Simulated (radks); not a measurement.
Species: Pt5+. Configuration: [Xe] 4f14 5d4 6s1 (not the ground configuration).

Method: scalar-relativistic Kohn-Sham, PBEsol, spin-polarised, spherical densities, finite nucleus; open shells are filled with parallel spins first (spin-orbit coupling, left out, can overturn this in heavy ions); Fermi nuclear charge, rms radius 5.427 fm; computed with a radial shooting solver on a logarithmic mesh with Libxc functionals.

Energy parts (Ry):
| part | energy |
|---|---|
| total | -36796.1683 |
| kinetic | 41015.5566 |
| electron-nucleus | -91041.2399 |
| Hartree | 13922.6486 |
| exchange-correlation | -693.1336 |

Orbitals (lengths in bohr, moments of r in powers of bohr; r(90%) holds 90 % of the orbital's charge):
[
 {"orbital": "1s up", "occ.": "1", "eigenvalue (Ry)": "-5765.423", "<1/r>": "93.88", "r(90%)": "0.0313", "<r^2>": "0.0004064"},
 {"orbital": "1s down", "occ.": "1", "eigenvalue (Ry)": "-5765.421", "<1/r>": "93.88", "r(90%)": "0.0313", "<r^2>": "0.0004064"},
 {"orbital": "2s up", "occ.": "1", "eigenvalue (Ry)": "-1017.448", "<1/r>": "22.01", "r(90%)": "0.112", "<r^2>": "0.006206"},
 {"orbital": "2s down", "occ.": "1", "eigenvalue (Ry)": "-1017.420", "<1/r>": "22.01", "r(90%)": "0.112", "<r^2>": "0.006206"},
 {"orbital": "2p up", "occ.": "3", "eigenvalue (Ry)": "-882.9042", "<1/r>": "19.66", "r(90%)": "0.106", "<r^2>": "0.005203"},
 {"orbital": "2p down", "occ.": "3", "eigenvalue (Ry)": "-882.8807", "<1/r>": "19.66", "r(90%)": "0.106", "<r^2>": "0.005203"},
 {"orbital": "3s up", "occ.": "1", "eigenvalue (Ry)": "-243.1172", "<1/r>": "8.158", "r(90%)": "0.275", "<r^2>": "0.04007"},
 {"orbital": "3s down", "occ.": "1", "eigenvalue (Ry)": "-243.1042", "<1/r>": "8.158", "r(90%)": "0.274", "<r^2>": "0.04007"},
 {"orbital": "3p up", "occ.": "3", "eigenvalue (Ry)": "-203.9166", "<1/r>": "7.463", "r(90%)": "0.281", "<r^2>": "0.04107"},
 {"orbital": "3p down", "occ.": "3", "eigenvalue (Ry)": "-203.9026", "<1/r>": "7.463", "r(90%)": "0.281", "<r^2>": "0.04107"},
 {"orbital": "3d up", "occ.": "5", "eigenvalue (Ry)": "-161.3128", "<1/r>": "7.031", "r(90%)": "0.264", "<r^2>": "0.03402"},
 {"orbital": "3d down", "occ.": "5", "eigenvalue (Ry)": "-161.2915", "<1/r>": "7.031", "r(90%)": "0.264", "<r^2>": "0.03402"},
 {"orbital": "4s up", "occ.": "1", "eigenvalue (Ry)": "-56.45403", "<1/r>": "3.492", "r(90%)": "0.595", "<r^2>": "0.1945"},
 {"orbital": "4s down", "occ.": "1", "eigenvalue (Ry)": "-56.42507", "<1/r>": "3.492", "r(90%)": "0.595", "<r^2>": "0.1945"},
 {"orbital": "4p up", "occ.": "3", "eigenvalue (Ry)": "-43.58938", "<1/r>": "3.158", "r(90%)": "0.641", "<r^2>": "0.2221"},
 {"orbital": "4p down", "occ.": "3", "eigenvalue (Ry)": "-43.56110", "<1/r>": "3.158", "r(90%)": "0.641", "<r^2>": "0.2220"},
 {"orbital": "4d up", "occ.": "5", "eigenvalue (Ry)": "-27.94654", "<1/r>": "2.826", "r(90%)": "0.699", "<r^2>": "0.2535"},
 {"orbital": "4d down", "occ.": "5", "eigenvalue (Ry)": "-27.91301", "<1/r>": "2.827", "r(90%)": "0.699", "<r^2>": "0.2531"},
 {"orbital": "4f up", "occ.": "7", "eigenvalue (Ry)": "-10.55582", "<1/r>": "2.392", "r(90%)": "0.831", "<r^2>": "0.3222"},
 {"orbital": "4f down", "occ.": "7", "eigenvalue (Ry)": "-10.50667", "<1/r>": "2.399", "r(90%)": "0.825", "<r^2>": "0.3182"},
 {"orbital": "5s up", "occ.": "1", "eigenvalue (Ry)": "-12.83333", "<1/r>": "1.434", "r(90%)": "1.34", "<r^2>": "0.9917"},
 {"orbital": "5s down", "occ.": "1", "eigenvalue (Ry)": "-12.62968", "<1/r>": "1.446", "r(90%)": "1.33", "<r^2>": "0.9788"},
 {"orbital": "5p up", "occ.": "3", "eigenvalue (Ry)": "-9.38067", "<1/r>": "1.235", "r(90%)": "1.54", "<r^2>": "1.289"},
 {"orbital": "5p down", "occ.": "3", "eigenvalue (Ry)": "-9.12806", "<1/r>": "1.248", "r(90%)": "1.53", "<r^2>": "1.269"},
 {"orbital": "5d up", "occ.": "4", "eigenvalue (Ry)": "-5.33435", "<1/r>": "0.9482", "r(90%)": "2.00", "<r^2>": "2.103"},
 {"orbital": "5d down", "occ.": "0", "eigenvalue (Ry)": "-5.02555", "<1/r>": "0.9562", "r(90%)": "2.00", "<r^2>": "2.091"},
 {"orbital": "6s up", "occ.": "1", "eigenvalue (Ry)": "-4.28662", "<1/r>": "0.6322", "r(90%)": "2.89", "<r^2>": "4.701"},
 {"orbital": "6s down", "occ.": "0", "eigenvalue (Ry)": "-4.00581", "<1/r>": "0.6208", "r(90%)": "2.93", "<r^2>": "4.822"}
]

The highest occupied level is 6s up at -58.322 eV. The configuration is held as typed, so some empty levels lie below it. The spin density at the nucleus is 273.2 e/bohr^3 (1s 0.5, 2s -2.7, 3s 0.1, 4s 2.8, 5s -29.1, 6s 301.5). The density falls to 0.001 e/bohr^3 at r = 3.25 bohr. Spin moment in Bohr magnetons: 5. Summed over all electrons, <r^2> = 32.21 bohr^2, which gives a Langevin (diamagnetic) susceptibility term of -25.5 x 10^-6 cm^3/mol. The electron density at the nucleus is 2.114e+06 e/bohr^3 (large components only).
